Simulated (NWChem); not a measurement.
# C$_{4}$H$_{2}$N$_{2}$; SMILES N#C/N=C/C#C

Results from NWChem. Pople sets run with spherical d functions. All runs use the structure optimised with PBE0/def2-SVP.

### Question
Among these, which level gives the lowest value of “orbital gap (eV)”?
A) PBE/6-31G*
B) PBE/6-311G**
C) PBE/STO-3G
D) PBE/3-21G

### Answer
D, PBE/3-21G. Values: PBE/3-21G 3.02; PBE/6-311G** 3.11; PBE/6-31G* 3.13; PBE/STO-3G 3.15
